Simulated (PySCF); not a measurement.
Compound: B3H5O.
SMILES with atom numbers: `[BH2:1][BH:2][O:3][BH2:4]` (hydrogens: H5, H6 on B1; H7 on B2; H8, H9 on B4)

Jobs on this species (9 atoms, 28 electrons) with PySCF (density fitting). Hardware of each: an Arm Neoverse V1 with one thread (shared host). Other jobs ran on the host; a repeat could differ by tens of per cent or more.

Question: Rank these jobs by wall time, shortest first.
A. CAM-B3LYP/def2-SVPD; 10 singlets by full TDDFT, 4 Tamm–Dancoff triplets, polarisability, ΔSCF ions; 123 basis functions
B. PBE0-D3(BJ)/def2-SVP, grid level 1; geometry optimisation from a GFN2-xTB start; 81 basis functions
C. B97-D/pcSseg-2; shieldings; 214 basis functions
D. PBE0/6-31G; shieldings, charges and field gradients; 46 basis functions

Answer: D (2.2 s), B (9.4 s), C (20 s), A (33 s).

All jobs:

```tsv
level and settings	work	basis functions	SCF cycles	wall time
PBE0/6-31G	shieldings, charges and field gradients	46	12	2.2 s
PBE0/pcSseg-0	shieldings, charges and field gradients	46	11	2.3 s
PBE0/aug-cc-pVDZ	shieldings, charges and field gradients	137	12	7.9 s
PBE0-D3(BJ)/def2-SVP, grid level 1	geometry optimisation from a GFN2-xTB start	81	34	9.4 s
PBE0/cc-pVTZ	shieldings, charges and field gradients	190	12	12 s
B97-D/pcSseg-2	shieldings	214	14	20 s
PBE/pcSseg-2	shieldings	214	14	20 s
CAM-B3LYP/def2-SVPD	10 singlets by full TDDFT, 4 Tamm–Dancoff triplets, polarisability, ΔSCF ions	123	11	33 s
B3LYP/def2-SVPD	10 singlets by full TDDFT, 4 Tamm–Dancoff triplets, polarisability, ΔSCF ions	123	12	40 s
```

Q: What do all jobs in the table cost together?

A: About 2.4 min; the longest takes about 27 % of that, and about 18 times as long as the shortest.
